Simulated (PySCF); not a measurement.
## CCl₃, SMILES `Cl[C](Cl)Cl` (charge 0, multiplicity 2)

Method: PBE0-D3(BJ)/def2-TZVP (PySCF).

The highest occupied spin orbital is -6.43 eV and the dipole moment comes out as 0.15 D. The total energy is -38591.36 eV and the cost is about 100 core-seconds (a rough figure).

```xyz
4

Cl    -1.0457    -1.3112    -0.0714
C      0.0001    -0.0003     0.2102
Cl     1.6585    -0.2498    -0.0711
Cl    -0.6129     1.5613    -0.0677
```
Charge 0, spin multiplicity 2.
